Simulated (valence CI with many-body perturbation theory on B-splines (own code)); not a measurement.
# La7+: electric-dipole lines

Level of theory: relativistic CI+MBPT: four valence electrons over a frozen Dirac-Fock core [Kr] 4d10, a basis of 7 s, 7 p, 7 d, 7 f, 4 g, 2 h functions for each j, with the one-electron correlation potential Σ1 (screened to all orders), the two-electron term Σ2, the three-electron term Σ3, Breit, model QED; selected single and double excitations, second order for the rest, scaled by the run's own slope (own B-spline code, finite nucleus).

No measured spectrum was set against this ion. As an estimate, levels hold to about 250 cm⁻¹ or 0.2 % of their energy and the worst to 1 %, as in measured heavy ions of charge 2 to 7; those with d or f electrons hold less well. Among the levels kept, up to 410 cm⁻¹ of a level comes from second order outside the variational space, and about a tenth of that is noise between levels of different J, which matters for small intervals.

Lines 351 to 400 of 584 in falling wavelength, among levels below 49.741 eV, chosen from the strongest by gf and those to the six lowest levels. Wavelengths and rates use the calculated energies, so an error of 300 cm⁻¹ moves a line at 45.08 nm by 0.14 % and its rate by three times that or more. Electric multipoles are in the length gauge, E1 and E2 with the static RPA response of the core. Weak lines are less certain than strong ones. Lines between different terms over intervals too small for the method are left out, as are lines whose strength nearly cancels. Where a level lies close to another of its J and parity, the split of strength between their lines is uncertain. The highest levels of a list are the least certain.

Names give the largest LS component (configuration and term), which can be under half, so a name can repeat, a term be missing and a line seem to break the LS rules; names also repeat where a configuration has a term twice. Letters in brackets count levels of one name in rising energy.

```
λ vac (nm)                Upper           Lower   A (s⁻¹)  S (a.u.) with core polarisation  S without
     45.08      4f2 5s 5p 5H°_3  4f 5s2 5p 3D_3  2.80e+09                         8.85e-01   1.06e+00
     45.06  4f 5s2 5d 3G°_5 [b]  4f 5s2 5p 3F_4  1.23e+10                         6.12e+00   7.41e+00
     45.02      5s2 5p 5d 3D°_2    5s2 5p2 3P_2  2.52e+09                         5.69e-01   7.12e-01
     45.00      4f 5s2 5d 3P°_0  4f 5s2 5p 3D_1  2.41e+10                         1.08e+00   1.30e+00
     44.89      4f 5s2 5d 1F°_3  4f 5s2 5p 3D_3  3.53e+09                         1.10e+00   1.33e+00
     44.87      4f 5s2 5d 3D°_3  4f 5s2 5p 3F_4  2.46e+09                         7.69e-01   9.29e-01
     44.80      4f 5s2 5d 1D°_2  4f 5s2 5p 1F_3  3.47e+09                         7.70e-01   9.32e-01
     44.76  4f2 5s 5p 5I°_4 [b]  4f 5s2 5p 1F_3  9.61e+09                         3.83e+00   4.64e+00
     44.76       5s 5p2 5d 3P_2    5s 5p3 3D°_1  3.45e+09                         7.63e-01   9.51e-01
     44.75      4f 5s2 5d 3P°_2  4f 5s2 5p 3D_2  2.27e+09                         5.01e-01   6.02e-01
     44.70  5s2 5p 5d 3D°_3 [b]    5s2 5p2 1D_2  2.16e+09                         6.68e-01   8.20e-01
     44.61      4f 5s2 5d 3P°_2  4f 5s2 5p 3D_3  1.44e+10                         3.16e+00   3.81e+00
     44.60  4f2 5s 5p 3I°_5 [a]  4f 5s2 5p 1G_4  1.96e+09                         9.46e-01   1.14e+00
     44.58  4f 5s 5p2 1F°_3 [c]  4f 5s2 5p 3G_4  9.87e+08                         3.02e-01   3.73e-01
     44.53  4f2 5s 5p 5G°_5 [a]  4f 5s2 5p 3G_5  8.72e+08                         4.18e-01   5.11e-01
     44.53      4f 5s 5p2 5D°_2    5s2 5p2 3P_2  4.57e+09                         9.96e-01   1.24e+00
     44.52      4f 5s2 5d 3P°_1  4f 5s2 5p 3D_2  1.51e+10                         1.97e+00   2.37e+00
     44.45      5s2 5p 5d 3P°_1    5s2 5p2 1D_2  3.77e+09                         4.91e-01   6.09e-01
     44.45  4f2 5s 5p 5G°_3 [a]  4f 5s2 5p 3F_4  1.08e+09                         3.27e-01   3.97e-01
     44.41  4f 5s 5p2 1F°_3 [c]  4f 5s2 5p 3F_2  7.66e+08                         2.32e-01   2.88e-01
     44.39      5s2 5p 5d 3P°_2    5s2 5p2 1D_2  1.16e+10                         2.51e+00   3.09e+00
     44.35      4f2 5s 5p 5F°_1  4f 5s2 5p 3D_1  2.86e+09                         3.70e-01   4.48e-01
     44.34      4f 5s2 5d 3D°_3  4f 5s2 5p 1F_3  1.35e+09                         4.07e-01   4.92e-01
     44.32      4f 5s2 5d 1P°_1  4f 5s2 5p 1D_2  1.61e+10                         2.08e+00   2.45e+00
     44.23  4f 5s 5p2 1F°_3 [c]  4f 5s2 5p 3F_3  1.93e+09                         5.76e-01   7.14e-01
     44.19      4f2 5s 5p 5H°_3  4f 5s2 5p 3F_4  6.65e+08                         1.98e-01   2.38e-01
     44.18         5s 5p3 1P°_1    5s2 5p2 3P_1  1.44e+09                         1.83e-01   2.42e-01
     44.17  4f2 5s 5p 5G°_6 [a]  4f 5s2 5p 3G_5  4.58e+09                         2.53e+00   3.07e+00
     44.10  4f 5s 5p2 3F°_2 [a]    5s2 5p2 1D_2  5.06e+08                         1.07e-01   1.32e-01
     44.09  4f2 5s 5p 3I°_5 [b]  4f 5s2 5p 1G_4  5.73e+08                         2.67e-01   3.23e-01
     44.08  4f2 5s 5p 5G°_2 [a]  4f 5s2 5p 1F_3  1.07e+09                         2.27e-01   2.73e-01
     44.01      4f 5s 5p2 5F°_1    5s2 5p2 3P_2  1.33e+08                         1.68e-02   2.08e-02
     44.00  4f2 5s 5p 3G°_5 [a]  4f 5s2 5p 1G_4  5.69e+08                         2.63e-01   3.18e-01
     43.98  4f 5s 5p2 3D°_1 [c]    5s2 5p2 1S_0  1.16e+10                         1.46e+00   1.79e+00
     43.93  4f2 5s 5p 5G°_3 [a]  4f 5s2 5p 1F_3  2.53e+09                         7.42e-01   8.96e-01
     43.92      4f2 5s 5p 3S°_1  4f 5s2 5p 1D_2  2.50e+09                         3.14e-01   3.72e-01
     43.91      4f2 5s 5p 5F°_2  4f 5s2 5p 3D_2  1.99e+09                         4.15e-01   5.02e-01
     43.87  4f 5s 5p2 3G°_3 [a]    5s2 5p2 3P_2  7.87e+07                         2.29e-02   2.78e-02
     43.85  4f2 5s 5p 5D°_3 [a]  4f 5s2 5p 3D_3  2.77e+09                         8.08e-01   9.75e-01
     43.75      5s2 5p 5d 3D°_2    5s2 5p2 3P_1  9.91e+09                         2.05e+00   2.50e+00
     43.75  4f2 5s 5p 3H°_4 [a]  4f 5s2 5p 3D_3  3.90e+08                         1.45e-01   1.76e-01
     43.71  4f 5s 5p2 1F°_3 [a]    5s2 5p2 1D_2  1.08e+09                         3.12e-01   3.76e-01
     43.51      4f 5s2 5d 1F°_3  4f 5s2 5p 1F_3  3.44e+09                         9.80e-01   1.18e+00
     43.46  4f 5s 5p2 1F°_3 [c]  4f 5s2 5p 3G_3  2.43e+08                         6.90e-02   8.62e-02
     43.39      5s2 5p 5d 3D°_1    5s2 5p2 3P_1  6.83e+09                         8.27e-01   1.03e+00
     43.38  4f 5s 5p2 3F°_3 [a]    5s2 5p2 1D_2  9.71e+07                         2.74e-02   3.25e-02
     43.37  4f 5s 5p2 3F°_2 [b]    5s2 5p2 1D_2  3.81e+09                         7.68e-01   9.55e-01
     43.29      4f 5s 5p2 5D°_2    5s2 5p2 3P_1  5.92e+09                         1.18e+00   1.45e+00
     43.15      5s2 5p 6s 3P°_2  4f 5s2 5p 3D_3  1.18e+09                         2.34e-01   2.82e-01
     43.11      4f2 5s 5p 3F°_4  4f 5s2 5p 3D_3  3.98e+08                         1.42e-01   1.73e-01
```
